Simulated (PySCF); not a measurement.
## Correlation energy of Mo (molybdenum, neutral)

[Kr] 4d4 5s2, high-spin 5D determinant (an excited configuration). Calculation: PySCF 2.14, in x2c-TZVPPall (8s6p6d2f1g, 79 functions); scalar relativity by spin-free X2C-1e. Frozen: [Kr]; 6 electrons correlated.

| level | correlation energy (mhartree) |
| --- | --- |
| CCSD | -104.68 |
| (T) | -5.44 |
| CCSD(T) | -110.12 |

Diagnostics: T1 = 0.032, D1 = 0.1045, largest double amplitude 0.089.

T1 exceeds 0.03, a sign that the reference determinant is poor.

Cost of the coupled-cluster step: about 7 core-seconds, for 6 correlated electrons.

Iterations:

```
CC2 = 0
CCSD nocc = (np.int64(5), np.int64(1)), nmo = (61, 61)
frozen orbitals [[0, 1, 2, 3, 4, 5, 6, 7, 8, 9, 10, 11, 12, 13, 14, 15, 16, 17], [0, 1, 2, 3, 4, 5, 6, 7, 8, 9, 10, 11, 12, 13, 14, 15, 16, 17]]
max_cycle = 100
direct = 0
conv_tol = 1e-08
conv_tol_normt = 1e-06
diis_space = 8
diis_start_cycle = 0
Init t2, MP2 energy = -0.0905989108994156
Init E_corr(UCCSD) = -0.0905989109043868
cycle = 1  E_corr(UCCSD) = -0.0989111026945292  dE = -0.00831219179  norm(t1,t2) = 0.0698524
cycle = 2  E_corr(UCCSD) = -0.101733858961319  dE = -0.00282275627  norm(t1,t2) = 0.032068
cycle = 3  E_corr(UCCSD) = -0.104082523136783  dE = -0.00234866418  norm(t1,t2) = 0.0188972
cycle = 4  E_corr(UCCSD) = -0.104315101786086  dE = -0.000232578649  norm(t1,t2) = 0.00839326
cycle = 5  E_corr(UCCSD) = -0.104560208699745  dE = -0.000245106914  norm(t1,t2) = 0.00521974
cycle = 6  E_corr(UCCSD) = -0.104670730854172  dE = -0.000110522154  norm(t1,t2) = 0.00266545
cycle = 7  E_corr(UCCSD) = -0.104661772298402  dE = 8.95855577e-06  norm(t1,t2) = 0.00140814
cycle = 8  E_corr(UCCSD) = -0.104695558481885  dE = -3.37861835e-05  norm(t1,t2) = 0.00081838
cycle = 9  E_corr(UCCSD) = -0.104672690873435  dE = 2.28676085e-05  norm(t1,t2) = 0.000413618
cycle = 10  E_corr(UCCSD) = -0.104680653044777  dE = -7.96217134e-06  norm(t1,t2) = 0.000242332
cycle = 11  E_corr(UCCSD) = -0.10468065364838  dE = -6.03603445e-10  norm(t1,t2) = 0.000134337
cycle = 12  E_corr(UCCSD) = -0.104678934345693  dE = 1.71930269e-06  norm(t1,t2) = 7.02814e-05
cycle = 13  E_corr(UCCSD) = -0.104678855857187  dE = 7.84885059e-08  norm(t1,t2) = 3.42659e-05
cycle = 14  E_corr(UCCSD) = -0.104679066915311  dE = -2.11058124e-07  norm(t1,t2) = 2.23727e-05
cycle = 15  E_corr(UCCSD) = -0.104679039688647  dE = 2.72266639e-08  norm(t1,t2) = 1.06846e-05
cycle = 16  E_corr(UCCSD) = -0.104679035693521  dE = 3.99512642e-09  norm(t1,t2) = 3.60956e-06
cycle = 17  E_corr(UCCSD) = -0.104679043423281  dE = -7.72976072e-09  norm(t1,t2) = 1.16483e-06
cycle = 18  E_corr(UCCSD) = -0.104679028004475  dE = 1.54188064e-08  norm(t1,t2) = 3.01921e-07
cycle = 19  E_corr(UCCSD) = -0.104679026230146  dE = 1.77432927e-09  norm(t1,t2) = 1.63408e-07
UCCSD converged
E(UCCSD) = -4046.216969658758  E_corr = -0.1046790262301457
UCCSD(T) correction = -0.00544233847087616
```
